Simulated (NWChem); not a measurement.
System: C$_{2}$H$_{5}$InO$_{2}$; SMILES C=[CH][In]([OH])[OH]

The following NWChem deck was run.

```
start job
memory heap 200 mb stack 900 mb global 1100 mb
geometry units angstroms noautoz
  In     0.061367     0.234068     0.000571
  C      0.660890    -1.806220     0.004451
  C     -0.203909    -2.825492    -0.004767
  H      1.735750    -2.021918     0.013807
  H      0.134733    -3.869378    -0.003141
  H     -1.290644    -2.683905    -0.014447
  O      1.352718     1.752469    -0.000325
  H      0.891253     2.599144    -0.002371
  O     -1.812142     0.946223    -0.003634
  H     -2.483151     0.254979    -0.000504
end
basis spherical
  * library sto-3g
end
dft
  xc xtpss03 ctpss03
  iterations 150
  mulliken
end
task dft energy
```

Excerpt of the output:

```
             Northwest Computational Chemistry Package (NWChem) 7.3.0
             --------------------------------------------------------

 C1  symmetry detected

                             Geometry "geometry" -> ""
                             -------------------------

 Output coordinates in angstroms (scale by  1.889725989 to convert to a.u.)

  No.       Tag          Charge          X              Y              Z
 ---- ---------------- ---------- -------------- -------------- --------------
    1 In                  49.0000     0.03859866     0.24136395     0.00060464
    2 C                    6.0000     0.72095655    -1.77273563     0.00353381
    3 C                    6.0000    -0.10150811    -2.82647841    -0.00393154
    4 H                    1.0000     1.80374508    -1.94435321     0.01085404
    5 H                    1.0000     0.27948789    -3.85566251    -0.00285306
    6 H                    1.0000    -1.19313551    -2.72939504    -0.01154592
    7 O                    8.0000     1.26685408     1.81123850    -0.00290810
    8 H                    1.0000     0.77119141     2.63835981    -0.00415262
    9 O                    8.0000    -1.86243736     0.87640723    -0.00008432
   10 H                    1.0000    -2.50464773     0.15833557     0.00439598

 Effective nuclear repulsion energy (a.u.)     459.7884054951

                                 NWChem DFT Module
                                 -----------------

 Summary of "ao basis" -> "ao basis" (spherical)
 ------------------------------------------------------------------------------
       Tag                 Description            Shells   Functions and Types
 ---------------- ------------------------------  ------  ---------------------
 In                          sto-3g                 11       27   5s4p2d
 C                           sto-3g                  3        5   2s1p
 H                           sto-3g                  1        1   1s
 O                           sto-3g                  3        5   2s1p

            General Information
            -------------------
          SCF calculation type: DFT
          Wavefunction type:  closed shell.
          No. of atoms     :    10
          No. of electrons :    82
           Alpha electrons :    41
            Beta electrons :    41
          Charge           :     0
          Spin multiplicity:     1
          Use of symmetry is: off; symmetry adaption is: off
          Maximum number of iterations: 150
          AO basis - number of functions:    52
                     number of shells:    28
          Convergence on energy requested:  1.00D-06
          Convergence on density requested:  1.00D-05
          Convergence on gradient requested:  5.00D-04

              XC Information
              --------------
                  TPSS metaGGA Exchange Functional  1.000
             TPSS03 metaGGA Correlation Functional  1.000

             Grid Information
             ----------------
          Grid used for XC integration:  medium
          Radial quadrature: Mura-Knowles
          Angular quadrature: Lebedev.
          Tag              B.-S. Rad. Rad. Pts. Rad. Cut. Ang. Pts.
          ---              ---------- --------- --------- ---------
          In                  1.55      123          10.0       590
          C                   0.70       49          12.0       434
          H                   0.35       45          13.0       434
          O                   0.60       49          11.0       434
          Grid pruning is: on
          Number of quadrature shells:   544
          Spatial weights used:  Erf1

      Superposition of Atomic Density Guess
      -------------------------------------

 Sum of atomic energies:       -5907.02877647

      Non-variational initial energy
      ------------------------------

 Total energy =   -5907.279664
 1-e energy   =   -9105.018349
 2-e energy   =    2737.950280
 HOMO         =      -0.132416
 LUMO         =       0.185909

     ---------------------------------------------
      Total Density - Mulliken Population Analysis
     ---------------------------------------------

    Atom       Charge   Shell Charges
 -----------   ------   -------------------------------------------------------
    1 In  49    47.69   2.00  2.00  6.00  2.00  5.99  2.01  5.97  0.97  0.82 10.00  9.93
    2 C    6     6.22   1.99  1.36  2.87
    3 C    6     6.10   1.99  1.28  2.83
    4 H    1     0.94   0.94
    5 H    1     0.94   0.94
    6 H    1     0.94   0.94
    7 O    8     8.93   2.00  1.86  5.07
    8 H    1     0.66   0.66
    9 O    8     8.93   2.00  1.85  5.08
   10 H    1     0.65   0.65

   convergence    iter        energy       DeltaE   RMS-Dens  Diis-err
 ---------------- ----- ----------------- --------- --------- ---------
 d= 0,ls=0.0,diis     1  -5911.0305757218 -6.37D+03  1.03D-01  9.97D-01
 d= 0,ls=0.0,diis     2  -5906.2632928852  4.77D+00  8.89D-02  2.15D+01
 d= 0,ls=0.0,diis     3  -5911.2368626063 -4.97D+00  1.40D-02  1.39D-01
 d= 0,ls=0.0,diis     4  -5911.2512613571 -1.44D-02  1.00D-02  8.11D-02
 d= 0,ls=0.0,diis     5  -5911.2560322756 -4.77D-03  5.25D-03  5.19D-02
  Resetting Diis
 d= 0,ls=0.0,diis     6  -5911.2654955612 -9.46D-03  1.13D-03  2.27D-03
 d= 0,ls=0.0,diis     7  -5911.2658620516 -3.66D-04  1.61D-03  4.21D-04
 d= 0,ls=0.0,diis     8  -5911.2653627223  4.99D-04  1.17D-03  3.06D-03
 d= 0,ls=0.0,diis     9  -5911.2659416385 -5.79D-04  1.17D-04  1.64D-05
 d= 0,ls=0.0,diis    10  -5911.2659447588 -3.12D-06  3.55D-05  1.49D-06
 d= 0,ls=0.0,diis    11  -5911.2659450110 -2.52D-07  1.10D-05  2.81D-07
 d= 0,ls=0.0,diis    12  -5911.2659450608 -4.98D-08  1.84D-06  8.30D-09

         Total DFT energy =    -5911.265945060811
      One electron energy =    -9097.066019081969
           Coulomb energy =     2912.480696104559
    Exchange-Corr. energy =     -186.469027578461
 Nuclear repulsion energy =      459.788405495060

[...]
```

Level: TPSS/STO-3G, non-relativistic. Coordinates come from a PBE0/def2-SVP (def2 core potentials past Kr) optimisation. Not confirmed as a minimum by frequencies.
